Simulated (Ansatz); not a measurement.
Born–Oppenheimer molecular dynamics of AlF$_{3}$H$_{4}$Si (9 atoms, charge 0, multiplicity 1). It starts at the highest image of a converged band. Of that band: A vibrational analysis at the climbing image gives one clearly imaginary mode, 636i cm⁻¹, and a faint second one (38i cm⁻¹) that may be numerical noise or a soft torsion: probably a first-order saddle point.

Computed with Ansatz, RKS PBE/def2-SVP.

```json
{"ensemble": "NVE (velocity Verlet)", "time step": "0.5 fs", "steps asked": "200", "starting velocities drawn for": "300 K", "seed": "2494"}
```

First frame:

```xyz
9
Properties=species:S:1:pos:R:3
Al 0.002 -0.256 -0.032
F -0.011 0.325 1.747
F 1.407 0.223 -0.797
F -1.486 0.067 -0.719
Si 0.156 -2.629 0.971
H -0.673 -3.309 -0.088
H 1.569 -3.135 0.929
H -0.454 -3.000 2.302
H 0.042 -0.802 1.756
```

(1) How far do the bonds stretch over the last three quarters of this one trajectory? (Pairs bonded in most of those frames.)

Results:

(1) 
```json
{"bond": "Al1–F2", "mean (Å)": "1.665", "spread (Å)": "0.033", "shortest": "1.61", "longest": "1.72"}
{"bond": "Al1–F3", "mean (Å)": "1.664", "spread (Å)": "0.032", "shortest": "1.61", "longest": "1.72"}
{"bond": "Al1–F4", "mean (Å)": "1.663", "spread (Å)": "0.030", "shortest": "1.63", "longest": "1.72"}
{"bond": "Si5–H6", "mean (Å)": "1.522", "spread (Å)": "0.043", "shortest": "1.45", "longest": "1.59"}
{"bond": "Si5–H7", "mean (Å)": "1.505", "spread (Å)": "0.020", "shortest": "1.47", "longest": "1.54"}
{"bond": "Si5–H8", "mean (Å)": "1.505", "spread (Å)": "0.032", "shortest": "1.46", "longest": "1.56"}
{"bond": "Si5–H9", "mean (Å)": "1.516", "spread (Å)": "0.063", "shortest": "1.42", "longest": "1.61"}
```

Pairs bonded in part of these frames only: Al1–Si5 11 %, Al1–H9 9 %.

Mean temperature of the second half: 1263 K. The conserved energy stayed within 0.12 meV per atom of its start (net change 0.0061 meV per atom), so the integration is sound. The kinetic energy rose, since the run started high on the potential surface and went downhill. It ends in pieces (AlF3 + H4Si), so much of that is their flight and rotation, not heat. A run of 0.1 ps of so small a system gives no equilibrium averages. The orbitals stay closed-shell, which can raise the energy where a bond breaks towards radicals; this wasn't checked here.

The run took 4.5 min on 2 threads of AMD EPYC 7R43 64-Core Processor (Zen 3), with other jobs on the host, peak memory 0.14 GiB.
